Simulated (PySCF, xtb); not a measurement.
C4H4, SMILES C1C=CC=1.

GFN2-xTB run with xtb 6.7.1 at its own geometry gives an orbital gap of 2.09 eV and a dipole moment of 0.00 D.

Geometry optimised at PBE0-D3(BJ)/def2-SVP.

Task: What does PBE/def2-TZVPD in PySCF give? (Estimate from the structure and the level; the computed values follow.)

Result: gap 1.85 eV (levels -4.58 and -2.73 eV), dipole 0.00 D.
